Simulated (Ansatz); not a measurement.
Computed with Ansatz on PBE0-D4/def2-TZVP structures; ΔE is electronic, products minus reactants. CBS: MP2 limit from def2 TZ/QZ plus the TZ coupled-cluster correction, frozen cores. Functionals use def2-TZVPP. B3LYP here is the variant with VWN-RPA as its local correlation; programs differ in this. def2 core potentials past Kr. For In outer-core shells are correlated without core-valence functions, which leaves a few kJ/mol of doubt a bond. One conformer a species, not always the lowest.

`[OH][In]([SH])[O][SiH3]` + `CCC` → `C[CH](C)[In]([OH])[SH]` + `O[SiH3]`  (formal exchange of groups at the In–O bond)

| level | ΔE (kJ/mol) |
| --- | --- |
| PBE-D4 | 61.4 |
| r2SCAN-D4 | 70.6 |
| ωB97M-V | 70.1 |
| PBE0 | 67.3 |
| B3LYP | 74.2 |
| MP2/def2-TZVPP | 64.7 |
| MP2/def2-QZVPP | 65.4 |
| SCS-MP2/def2-QZVPP | 72.6 |

(1) What does CCSD(T)/CBS give? (Estimate.)

Largest T1 diagnostic among the species: 0.016.

Answers

(1) Ansatz gave: +69.6 kJ/mol. The listed levels differ from it by -8.2, 1.0, 0.5, -2.3, 4.6, -4.9, -4.2, 3.0 kJ/mol.

From PBE to PBE0 (25 % exact exchange), in def2-TZVPP and without D4, ΔE moves by +3.9 kJ/mol. The D4 term adds −3.3 kJ/mol with B3LYP and −1.8 kJ/mol with PBE0; it sums over pairs of atoms, weighted by their polarisabilities, and B3LYP, whose exchange is more repulsive, gets the larger term.
